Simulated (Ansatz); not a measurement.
Mulliken charges of C3H4BFO (`COB1C=C1F`) from ωB97M-V/def2-TZVPP in Ansatz (PBE0-D4/def2-TZVP geometry).

```json
{"atom": "C1", "x (Å)": "-0.356", "y (Å)": "-1.595", "z (Å)": "0.883", "charge (e)": "-0.142"}
{"atom": "O2", "x (Å)": "0.516", "y (Å)": "-1.032", "z (Å)": "-0.082", "charge (e)": "-0.300"}
{"atom": "B3", "x (Å)": "0.404", "y (Å)": "0.252", "z (Å)": "-0.438", "charge (e)": "-0.004"}
{"atom": "C4", "x (Å)": "0.869", "y (Å)": "1.412", "z (Å)": "-1.259", "charge (e)": "-0.121"}
{"atom": "C5", "x (Å)": "-0.157", "y (Å)": "1.615", "z (Å)": "-0.427", "charge (e)": "0.251"}
{"atom": "F6", "x (Å)": "-0.943", "y (Å)": "2.618", "z (Å)": "-0.091", "charge (e)": "-0.181"}
{"atom": "H7", "x (Å)": "0.238", "y (Å)": "-1.975", "z (Å)": "1.716", "charge (e)": "0.125"}
{"atom": "H8", "x (Å)": "-0.899", "y (Å)": "-2.425", "z (Å)": "0.428", "charge (e)": "0.124"}
{"atom": "H9", "x (Å)": "-1.070", "y (Å)": "-0.856", "z (Å)": "1.255", "charge (e)": "0.097"}
{"atom": "H10", "x (Å)": "1.481", "y (Å)": "1.935", "z (Å)": "-1.981", "charge (e)": "0.151"}
```

By hand: the dipole of these point charges (1 e Å = 4.8032 D).

Σ q r = (-0.042, -0.043, 0.053) e Å, of length 0.080 e Å = 0.38 D.

How does the dipole of the full density compare? (Best estimate.)

The calculation gave: (-0.036, -0.172, 0.092) e Å, 0.95 D; the point charges give 0.40 times that, at 30° from its direction.

Point charges leave out the atoms' own dipoles, such as those of lone pairs, and Mulliken's split depends on the basis, so the two needn't agree.
